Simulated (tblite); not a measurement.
Compound: C4H11FOSi2.
Z-matrix (Å and degrees, GFN2-xTB geometry), rows numbered from 1:
```
O 
C   1  1.2123
C   2  1.5018  1  121.29
C   3  1.5209  2  111.17  1    16.93
Si  4  1.9131  3  113.06  2   -43.35
C   2  1.4920  1  121.54  3  -175.44
Si  6  1.9121  2  108.41  1    83.58
F   7  1.6118  6  105.69  2    69.11
H   3  1.0953  2  105.99  1  -102.72
H   3  1.0933  2  110.19  1   141.82
H   4  1.0908  3  108.84  2    77.77
H   4  1.0892  3  108.90  2  -166.41
H   5  1.4786  4  103.91  3  -145.21
H   5  1.4564  4  113.33  3   100.05
H   5  1.4631  4  111.48  3   -32.22
H   6  1.0886  2  111.52  1  -155.15
H   6  1.0888  2  109.36  1   -34.33
H   7  1.4493  6  112.93  2   -45.79
H   7  1.4541  6  110.11  2  -177.77
```

All values are computed: GFN2-xTB (tblite) harmonic vibrations without scaling, gas phase. The method is semi-empirical: single wavenumbers can be off by several per cent or more. Modes of hydrogen on silicon can be 10 to 20 % off. One conformer, not necessarily the lowest.

Harmonic wavenumbers (cm⁻¹): 26.1, 43.6, 58.8, 106.5, 145.5, 174.5, 209.8, 291.8, 305.1, 404.5, 482.6, 496.5, 549.6, 558.4, 583.1, 653.4, 673.0, 689.0, 721.4, 740.3, 750.3, 774.6, 796.9, 830.6, 851.2, 879.2, 889.5, 926.6, 1054.9, 1083.9, 1092.1, 1169.8, 1178.5, 1199.8, 1282.6, 1326.9, 1436.5, 1443.5, 1493.0, 1720.3, 2137.3, 2251.2, 2315.8, 2346.5, 2394.2, 2933.8, 2955.8, 2984.4, 3003.5, 3005.4, 3009.8.

A = 2639, B = 690.8, C = 673.8 MHz; mass 150.033 u (most abundant isotopes); point group C1, symmetry number 1.

**Question.** What is the zero-point energy?

**Answer.** Half the sum of the wavenumbers: 29716 cm⁻¹ = 84.96 kcal/mol.

**Question.** What is S at 273.15 K and 1 bar for an ideal gas of classical rigid rotors and harmonic oscillators?

**Answer.** Translation 40.52, rotation 29.69, vibration 33.42: S = 103.6 cal/(mol K).

**Question.** And Cp and H(273.15 K) − H(0)?

**Answer.** Cp = 40.35 cal/(mol K), of which vibrations give 32.40 (their classical limit is 51 R = 101.3); H(273.15 K) − H(0) = 6.68 kcal/mol without the zero-point energy, 4.51 from vibrations.

**Question.** How do the functions run with temperature in this model?

**Answer.** 
```
T (K)  S (cal/(mol K))  Cp (cal/(mol K))  H − H(0) (kcal/mol)  G − H(0) (kcal/mol)  ln q(vib)
  100             75.1              20.5                 1.48                -6.03       3.03
  200             92.5              31.5                 4.06               -14.44       6.26
  300            107.6              43.5                 7.81               -24.46       9.32
  500            134.4              62.0                18.49               -48.73      15.29
  800            167.6              78.7                39.84               -94.22      23.64
 1000            185.9              85.8                56.33              -129.61      28.70
```

q(vib) and H(0) count from the zero-point level.

**Question.** Which modes carry the vibrational entropy at 273.15 K?

**Answer.** 26.1 cm⁻¹: 5.93; 43.6 cm⁻¹: 4.92; 58.8 cm⁻¹: 4.32; 106.5 cm⁻¹: 3.16; 145.5 cm⁻¹: 2.56; 174.5 cm⁻¹: 2.22 cal/(mol K); the other 45 give 10.30 together.

**Question.** What must be added to the electronic energy to get the Gibbs energy at 273.15 K and 1 bar?

**Answer.** ZPE + [H(273.15 K) − H(0)] − T·S = 84.96 + 6.68 − 28.31 = 63.33 kcal/mol.

Hindered rotation and anharmonicity are outside this model. Other conformers, if any are populated, would add a mixing term that is left out. The structure is chiral; the term R ln 2 for an equal mix with its mirror image is left out.
